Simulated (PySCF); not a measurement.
H5O4Si, SMILES [OH2+][Si](O)(O)O, charge +1. Atoms are numbered in the order given.

```xyz
10

O      0.4280    -0.3394     1.5929
Si     0.1979    -0.0566     0.0314
O      0.0566    -1.2809    -1.0047
O      0.9002     1.3023    -0.4578
O     -1.5678     0.4011    -0.1502
H      0.2523    -1.1743     2.0420
H      0.7797    -1.7200    -1.4669
H      1.5944     1.7486     0.0421
H     -1.8626     1.3228    -0.0451
H     -2.0704    -0.0492    -0.8537
```
Charge +1, spin multiplicity 1.

Coordinates come from a PBE0-D3(BJ)/def2-SVP optimisation. The isomer is the one that the SMILES or the coordinates give; other isomers of the formula were not compared. Other conformers were not sampled.

Two levels are set side by side: PBE/pcSseg-1 (PySCF) and HF/pcSseg-1 (PySCF). GIAO shifts against H2O (¹⁷O), TMS (²⁹Si), TMS (¹H) at the same level; non-relativistic, no solvent, atoms listed together averaged. Differences are taken from unrounded values.

```json
[
 {"quantity": "δ(²⁹Si) of Si2 (ppm)", "HF": "-80.2", "PBE": "-80.5", "PBE minus HF": "-0.3"},
 {"quantity": "δ(¹⁷O) of O5 (ppm)", "HF": "47.0", "PBE": "64.1", "PBE minus HF": "17.0"}
]
```

Rough cost on one machine, each run with all the roots and properties that it gave: HF against PBE within a factor of 2.
